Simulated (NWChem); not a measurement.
System: CH$_{5}$BSe; SMILES CB[SeH]

Input file for NWChem:

```
start job
memory heap 200 mb stack 900 mb global 1100 mb
geometry units angstroms noautoz
  B     -0.626839    -0.998159     0.000269
  H     -1.836547    -1.116601     0.000164
  C      0.331619    -2.237800     0.002183
  H      0.097803    -2.884802    -0.872481
  H      0.109792    -2.868862     0.891712
  H      1.416618    -2.014934    -0.006340
  Se     0.106035     0.786318     0.000071
  H     -1.187965     1.516265     0.000784
end
basis spherical
  * library 6-31g*
end
dft
  xc hfexch
  iterations 150
end
tddft
  nroots 6
  notriplet
end
task tddft energy
```

Output (shortened):

```
             Northwest Computational Chemistry Package (NWChem) 7.3.0
             --------------------------------------------------------

 C1  symmetry detected

                             Geometry "geometry" -> ""
                             -------------------------

 Output coordinates in angstroms (scale by  1.889725989 to convert to a.u.)

  No.       Tag          Charge          X              Y              Z
 ---- ---------------- ---------- -------------- -------------- --------------
    1 B                    5.0000    -0.64246764    -1.02065807    -0.00055289
    2 H                    1.0000    -1.85150866    -1.14572331     0.00013672
    3 C                    6.0000     0.32276558    -2.25503236    -0.00015447
    4 H                    1.0000     0.09186161    -2.90272735    -0.87507914
    5 H                    1.0000     0.10504314    -2.88788712     0.88911495
    6 H                    1.0000     1.40652139    -2.02622199    -0.00931266
    7 Se                  34.0000     0.08062298     0.76780559    -0.00009431
    8 H                    1.0000    -1.21735405     1.49065426     0.00203785

 Effective nuclear repulsion energy (a.u.)     145.8519229409

  xc_inp: hfexch multiplicative factor not found.

                                 NWChem DFT Module
                                 -----------------

 Summary of "ao basis" -> "ao basis" (spherical)
 ------------------------------------------------------------------------------
       Tag                 Description            Shells   Functions and Types
 ---------------- ------------------------------  ------  ---------------------
 B                           6-31g*                  6       14   3s2p1d
 H                           6-31g*                  2        2   2s
 C                           6-31g*                  6       14   3s2p1d
 Se                          6-31g*                 12       32   5s4p3d

            General Information
            -------------------
          SCF calculation type: DFT
          Wavefunction type:  closed shell.
          No. of atoms     :     8
          No. of electrons :    50
           Alpha electrons :    25
            Beta electrons :    25
          Charge           :     0
          Spin multiplicity:     1
          Use of symmetry is: off; symmetry adaption is: off
          Maximum number of iterations: 150
          AO basis - number of functions:    70
                     number of shells:    34
          Convergence on energy requested:  1.00D-06
          Convergence on density requested:  1.00D-05
          Convergence on gradient requested:  5.00D-04

              XC Information
              --------------
                     Hartree-Fock (Exact) Exchange  1.000

      Superposition of Atomic Density Guess
      -------------------------------------

 Sum of atomic energies:       -2464.18284861

      Non-variational initial energy
      ------------------------------

 Total energy =   -2465.518760
 1-e energy   =   -3717.854036
 2-e energy   =    1106.483353
 HOMO         =      -0.312501
 LUMO         =       0.019367

   convergence    iter        energy       DeltaE   RMS-Dens  Diis-err
 ---------------- ----- ----------------- --------- --------- ---------
 d= 0,ls=0.0,diis     1  -2464.9795472031 -2.61D+03  5.48D-03  1.76D-01
 d= 0,ls=0.0,diis     2  -2465.0151859220 -3.56D-02  2.06D-03  1.69D-02
 d= 0,ls=0.0,diis     3  -2465.0185957342 -3.41D-03  7.94D-04  2.27D-03
 d= 0,ls=0.0,diis     4  -2465.0190749710 -4.79D-04  1.73D-04  1.03D-04
 d= 0,ls=0.0,diis     5  -2465.0190952701 -2.03D-05  1.01D-04  9.93D-06
  Resetting Diis
 d= 0,ls=0.0,diis     6  -2465.0190992533 -3.98D-06  3.08D-05  8.05D-07
 d= 0,ls=0.0,diis     7  -2465.0190996962 -4.43D-07  8.85D-06  1.32D-07

         Total DFT energy =    -2465.019099696184
      One electron energy =    -3720.709368895536
           Coulomb energy =     1206.155662331244
    Exchange-Corr. energy =      -96.317316072818
 Nuclear repulsion energy =      145.851922940925

 Numeric. integr. density =        0.000000000000

                       DFT Final Molecular Orbital Analysis
                       ------------------------------------

 Vector   23  Occ=2.000000D+00  E=-4.738159D-01
              MO Center= -2.6D-01, -9.0D-01,  3.8D-04, r^2= 3.5D+00
   Bfn.  Coefficient  Atom+Function         Bfn.  Coefficient  Atom+Function
  ----- ------------  ---------------      ----- ------------  ---------------
    20      0.320918  3 C  py                48      0.291898  7 Se py
     4     -0.260507  1 B  py                70      0.200090  8 H  s
     3      0.196956  1 B  px                24      0.196880  3 C  py
    47     -0.170280  7 Se px                69      0.165154  8 H  s
    19     -0.150208  3 C  px                44     -0.128943  7 Se py

 Vector   24  Occ=2.000000D+00  E=-4.185372D-01
              MO Center= -1.2D-01,  2.3D-01, -6.5D-04, r^2= 3.0D+00
   Bfn.  Coefficient  Atom+Function         Bfn.  Coefficient  Atom+Function
  ----- ------------  ---------------      ----- ------------  ---------------
    47      0.456779  7 Se px                48      0.382900  7 Se py
     4     -0.205329  1 B  py                43     -0.198660  7 Se px
    16      0.196002  2 H  s                 50      0.193926  7 Se s
     3     -0.186110  1 B  px                46     -0.186482  7 Se s
    44     -0.167109  7 Se py                51      0.160165  7 Se px

 Vector   25  Occ=2.000000D+00  E=-3.628920D-01
              MO Center=  5.3D-03,  5.7D-01,  8.9D-05, r^2= 2.1D+00
   Bfn.  Coefficient  Atom+Function         Bfn.  Coefficient  Atom+Function
  ----- ------------  ---------------      ----- ------------  ---------------
    49      0.692333  7 Se pz                53      0.363144  7 Se pz
    45     -0.297233  7 Se pz                 5      0.111702  1 B  pz
    41      0.088750  7 Se pz                 9      0.087045  1 B  pz
    21     -0.050625  3 C  pz                34     -0.048292  5 H  s
    32      0.047770  4 H  s                 25     -0.038579  3 C  pz

 Vector   26  Occ=0.000000D+00  E= 1.115906D-01
              MO Center= -5.3D-01, -8.4D-01, -5.7D-04, r^2= 2.9D+00
   Bfn.  Coefficient  Atom+Function         Bfn.  Coefficient  Atom+Function
  ----- ------------  ---------------      ----- ------------  ---------------
     9      0.802617  1 B  pz                 5      0.380206  1 B  pz
    53     -0.347918  7 Se pz                49     -0.236487  7 Se pz
    34     -0.231293  5 H  s                 32      0.227692  4 H  s
    45      0.097704  7 Se pz                33     -0.081115  5 H  s
    31      0.080102  4 H  s                 65     -0.075875  7 Se d -1

[...]

                                NWChem TDDFT Module
                                -------------------

            General Information
            -------------------
           No. of orbitals :     140
            Alpha orbitals :      70
             Beta orbitals :      70
        Alpha frozen cores :       0
         Beta frozen cores :       0
     Alpha frozen virtuals :       0
      Beta frozen virtuals :       0
         Spin multiplicity :       1
    Number of AO functions :      70
        Use of symmetry is : off
      Symmetry adaption is : off
         Schwarz screening :  0.10D-07

              XC Information
              --------------
              Hartree-Fock (Exact) Exchange   1.00

             TDDFT Information
             -----------------
          Calculation type : TDHF
         Wavefunction type : Restricted singlets
          No. of electrons :      50
           Alpha electrons :      25
            Beta electrons :      25
              No. of roots :       6
          Max subspacesize :    5200
            Max iterations :     100
               Target root :       1
           Target symmetry : none
      Symmetry restriction : off
                 Algorithm : Optimal
        Davidson threshold :  0.10D-03

    6 smallest eigenvalue differences (eV)
--------------------------------------------------------
  No. Spin  Occ  Vir  Irrep   E(Occ)    E(Vir)   E(Diff)
--------------------------------------------------------
    1    1   25   26 a        -0.363     0.112    12.911
    2    1   25   27 a        -0.363     0.156    14.112
    3    1   24   26 a        -0.419     0.112    14.426
    4    1   24   27 a        -0.419     0.156    15.626
    5    1   23   26 a        -0.474     0.112    15.930
    6    1   25   28 a        -0.363     0.228    16.086
--------------------------------------------------------

  Entering Davidson iterations
  Restricted singlet excited states

  Iter   NTrls   NConv    DeltaV     DeltaE      Time
  ----  ------  ------  ---------  ---------  ---------
    1      6       0     0.19E+00   0.10+100        8.8
    2     18       0     0.58E-01   0.26E-01        9.0
    3     30       0     0.30E-01   0.46E-02        9.0
    4     42       0     0.72E-02   0.32E-03        8.8
    5     54       0     0.25E-02   0.30E-04        8.5
    6     66       2     0.65E-03   0.22E-05        6.3
    7     74       5     0.19E-03   0.14E-06        5.7
    8     76       6     0.65E-04   0.11E-07        5.5
  ----  ------  ------  ---------  ---------  ---------
  Convergence criterion met

  Ground state a       -2465.019099696184 a.u.

  ----------------------------------------------------------------------------
  Root   1 singlet a              0.244642089 a.u.                6.6571 eV
  ----------------------------------------------------------------------------
     Transition Moments    X  0.00049   Y  0.00189   Z  0.03243
     Dipole Oscillator Strength                    0.0001721768
     Electric Quadrupole                           0.0000000494
     Magnetic Dipole                               0.0000011963
     Total Oscillator Strength                     0.0001734225

     Occ.   23  a   ---  Virt.   26  a   -0.06402 X
     Occ.   24  a   ---  Virt.   26  a   -0.08929 X
     Occ.   25  a   ---  Virt.   27  a    0.97473 X
     Occ.   25  a   ---  Virt.   29  a    0.11573 X
     Occ.   25  a   ---  Virt.   33  a    0.09652 X
     Occ.   25  a   ---  Virt.   37  a   -0.05720 X
     Occ.   25  a   ---  Virt.   43  a    0.05328 X
  ----------------------------------------------------------------------------
  Root   2 singlet a              0.255452931 a.u.                6.9512 eV
  ----------------------------------------------------------------------------
     Transition Moments    X  0.00361   Y  0.01422   Z  0.01550
     Dipole Oscillator Strength                    0.0000776193
     Electric Quadrupole                           0.0000002557
     Magnetic Dipole                               0.0000052739
     Total Oscillator Strength                     0.0000831490

     Occ.   18  a   ---  Virt.   26  a    0.07206 X
     Occ.   19  a   ---  Virt.   26  a    0.07371 X
     Occ.   20  a   ---  Virt.   26  a   -0.14905 X
     Occ.   22  a   ---  Virt.   26  a    0.16109 X
     Occ.   23  a   ---  Virt.   26  a    0.13630 X
     Occ.   24  a   ---  Virt.   26  a    0.94676 X
     Occ.   24  a   ---  Virt.   40  a    0.08242 X
     Occ.   25  a   ---  Virt.   27  a    0.09281 X
     Occ.   25  a   ---  Virt.   28  a   -0.06607 X
  ----------------------------------------------------------------------------
  Root   3 singlet a              0.256462791 a.u.                6.9787 eV
  ----------------------------------------------------------------------------
     Transition Moments    X  0.27811   Y  0.91224   Z -0.00058
     Dipole Oscillator Strength                    0.1555060933
     Electric Quadrupole                           0.0000000390
     Magnetic Dipole                               0.0000001379
     Total Oscillator Strength                     0.1555062702

     Occ.   24  a   ---  Virt.   27  a   -0.19199 X
     Occ.   24  a   ---  Virt.   28  a    0.12821 X
     Occ.   24  a   ---  Virt.   37  a    0.05708 X
     Occ.   25  a   ---  Virt.   26  a    0.96294 X
  ----------------------------------------------------------------------------
  Root   4 singlet a              0.286155361 a.u.                7.7867 eV
  ----------------------------------------------------------------------------
     Transition Moments    X -0.00032   Y  0.00152   Z -0.00294
     Dipole Oscillator Strength                    0.0000021038
     Electric Quadrupole                           0.0000001753
     Magnetic Dipole                               0.0000049513
     Total Oscillator Strength                     0.0000072304

     Occ.   17  a   ---  Virt.   26  a   -0.05001 X
     Occ.   18  a   ---  Virt.   26  a    0.07162 X
     Occ.   20  a   ---  Virt.   26  a    0.10077 X
     Occ.   22  a   ---  Virt.   26  a   -0.36581 X
     Occ.   22  a   ---  Virt.   40  a   -0.05486 X
     Occ.   23  a   ---  Virt.   26  a    0.90493 X
     Occ.   23  a   ---  Virt.   40  a    0.10396 X
     Occ.   24  a   ---  Virt.   26  a   -0.06274 X
     Occ.   25  a   ---  Virt.   27  a    0.05351 X
     Occ.   25  a   ---  Virt.   28  a   -0.05258 X
  ----------------------------------------------------------------------------
  Root   5 singlet a              0.327156344 a.u.                8.9024 eV
  ----------------------------------------------------------------------------
     Transition Moments    X -0.13851   Y  0.81291   Z  0.00037
     Dipole Oscillator Strength                    0.1483143780
     Electric Quadrupole                           0.0000009558
     Magnetic Dipole                               0.0000015766
     Total Oscillator Strength                     0.1483169105

     Occ.   19  a   ---  Virt.   27  a   -0.08332 X
     Occ.   20  a   ---  Virt.   27  a   -0.05504 X
     Occ.   22  a   ---  Virt.   27  a   -0.08279 X
     Occ.   23  a   ---  Virt.   27  a    0.07052 X
     Occ.   23  a   ---  Virt.   28  a    0.08578 X
     Occ.   24  a   ---  Virt.   27  a    0.93285 X
     Occ.   24  a   ---  Virt.   28  a    0.19071 X
     Occ.   24  a   ---  Virt.   29  a    0.08658 X
     Occ.   24  a   ---  Virt.   30  a    0.05262 X
     Occ.   24  a   ---  Virt.   33  a    0.06562 X
     Occ.   25  a   ---  Virt.   26  a    0.16947 X
  ----------------------------------------------------------------------------
  Root   6 singlet a              0.338006582 a.u.                9.1976 eV
  ----------------------------------------------------------------------------
     Transition Moments    X  0.00005   Y -0.00076   Z -0.05184
     Dipole Oscillator Strength                    0.0006056992
     Electric Quadrupole                           0.0000000942
     Magnetic Dipole                               0.0000006259
     Total Oscillator Strength                     0.0006064193

     Occ.   23  a   ---  Virt.   26  a   -0.05705 X
     Occ.   24  a   ---  Virt.   26  a   -0.06271 X
     Occ.   25  a   ---  Virt.   28  a   -0.97134 X
     Occ.   25  a   ---  Virt.   29  a    0.06223 X
     Occ.   25  a   ---  Virt.   33  a   -0.15222 X
     Occ.   25  a   ---  Virt.   34  a    0.05202 X
     Occ.   25  a   ---  Virt.   37  a   -0.08323 X
     Occ.   25  a   ---  Virt.   38  a    0.06300 X

              Target root =      1
          Target symmetry = none
      Ground state energy =  -2465.019099696184
        Excitation energy =      0.244642088568
     Excited state energy =  -2464.774457607615

  stored tddft:energy   -2464.7744576076152
```

Level: Hartree-Fock/6-31G* (spherical d), TDHF. All runs use the structure optimised with PBE-D3(BJ)/def2-SVP.
